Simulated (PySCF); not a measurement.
Cards and structures have been mixed up. Pair them.

Structures:
1. `CC[C@@H](C)O[C@@H](C)CC`
2. `[GaH3-][n+]1ccccc1`
3. `CC(C)CC(C)C`
4. `OC1=CC=NC=C1`
5. `O=C(O)C1C=C1`

Card P (geometry PBE0-D3(BJ)/def2-SVP):
- Rotational constants A, B, C: 8.572, 2.835, 2.443 GHz
- Static isotropic polarisability (CAM-B3LYP/def2-SVPD): 50.9 au
- Point group: Cs
- Strongest line among the 10 lowest singlet transitions (TDDFT CAM-B3LYP/def2-SVPD): S7 at 7.95 eV (156 nm, f = 0.087)
- 13C chemical shifts (computed TMS as zero) by class (GIAO PBE0/pcSseg-1): 179.9 (1 C), 111.6 (2 C), 17.3 (1 C) ppm

Card Q (geometry PBE0-D3(BJ)/def2-SVP):
- Rotational constants A, B, C: 2.112, 0.935, 0.790 GHz
- Static isotropic polarisability (CAM-B3LYP/def2-SVPD): 103.7 au
- 13C chemical shifts (computed TMS as zero) by class (GIAO B3LYP/pcSseg-1): 76.0 (2 C), 33.2 (2 C), 21.8 (2 C), 13.4 (2 C) ppm
- Dipole moment (CAM-B3LYP/def2-SVPD): 1.19 D
- Point group: C1
- Vertical ionisation energy (ΔSCF CAM-B3LYP/def2-SVPD): 9.17 eV
- Strongest line among the 10 lowest singlet transitions (TDDFT CAM-B3LYP/def2-SVPD): S7 at 8.81 eV (141 nm, f = 0.032)

Card R (geometry PBE0-D3(BJ)/def2-SVP):
- Rotational constants A, B, C: 5.494, 0.916, 0.795 GHz
- Static isotropic polarisability (CAM-B3LYP/def2-SVPD): 97.4 au
- Dipole moment (CAM-B3LYP/def2-SVPD): 6.76 D
- Strongest line among the 6 lowest singlet transitions (TDDFT CAM-B3LYP/def2-SVPD): S1 at 5.23 eV (237 nm, f = 0.051)
- Lowest singlet excitation (TDDFT CAM-B3LYP/def2-SVPD): 5.23 eV (237 nm, f = 0.051)
- HOMO energy (CAM-B3LYP/def2-SVPD): -8.54 eV

Card S (geometry PBE0-D3(BJ)/def2-SVP):
* Rotational constants A, B, C: 6.008, 2.648, 1.838 GHz
* Static isotropic polarisability (CAM-B3LYP/def2-SVPD): 67.0 au
* Point group: Cs
* Lowest singlet excitation (TDDFT CAM-B3LYP/def2-SVPD): 5.36 eV (231 nm, f = 0.000)
* Isotropic shieldings of nuclei other than C and H, by class (GIAO PBE0/pcSseg-1): -72 (1 N), 202 (1 O) ppm
* 13C chemical shifts (computed TMS as zero) by class (GIAO PBE0/pcSseg-1): 167.3 (1 C), 157.3 (2 C), 113.7 (2 C) ppm
* Strongest line among the 10 lowest singlet transitions (TDDFT CAM-B3LYP/def2-SVPD): S7 at 7.12 eV (174 nm, f = 0.511)

Card T (geometry PBE0-D3(BJ)/def2-SVP):
* Rotational constants A, B, C: 4.123, 1.396, 1.291 GHz
* Static isotropic polarisability (CAM-B3LYP/def2-SVPD): 87.5 au
* Lowest singlet excitation (TDDFT CAM-B3LYP/def2-SVPD): 8.60 eV (144 nm, f = 0.040)
* Strongest line among the 10 lowest singlet transitions (TDDFT CAM-B3LYP/def2-SVPD): S9 at 9.39 eV (132 nm, f = 0.089)
* Vertical ionisation energy (ΔSCF CAM-B3LYP/def2-SVPD): 10.64 eV
* Point group: C2

Each SMILES stands for a single optimised conformer of the isolated species, non-relativistic unless stated; the electronic structure was computed with PySCF and density fitting. NMR classes are plain means over equivalent atoms (diastereotopic ones count apart unless rotation or inversion swaps them), as if these changed places fast.

Problem. Which card belongs to which structure?

Solution. P = 5, Q = 1, R = 2, S = 4, T = 3. What ties each card to its structure:
- 1 (card Q), C8H18O, monoisotopic mass 130.1 u, 9 heavy atoms: 8 C in 4 classes; point group C1; the least shielded carbon (76.0 ppm) is an sp3 carbon bound to oxygen; an asymmetric top with C = 0.790 GHz, the lowest such constant on the cards; polarisability 103.7 au for 74 electrons, the largest shown; dipole 1.19 D.
- 2 (card R), C5H8GaN, monoisotopic mass 151.0 u, 7 heavy atoms: an asymmetric top with C = 0.795 GHz; polarisability 97.4 au for 76 electrons; dipole 6.76 D.
- 3 (card T), C7H16, monoisotopic mass 100.1 u, 7 heavy atoms: point group C2; an asymmetric top with C = 1.291 GHz; polarisability 87.5 au for 58 electrons.
- 4 (card S), C5H5NO, monoisotopic mass 95.0 u, 7 heavy atoms: 5 C in 3 classes; the least shielded carbon (167.3 ppm) is an aromatic carbon bearing oxygen; an asymmetric top with C = 1.838 GHz; polarisability 67.0 au for 50 electrons.
- 5 (card P), C4H4O2, monoisotopic mass 84.0 u, 6 heavy atoms: 4 C in 3 classes; the least shielded carbon (179.9 ppm) is a carboxylic acid carbon; an asymmetric top with C = 2.443 GHz, the highest such constant on the cards; polarisability 50.9 au for 44 electrons, the smallest shown.
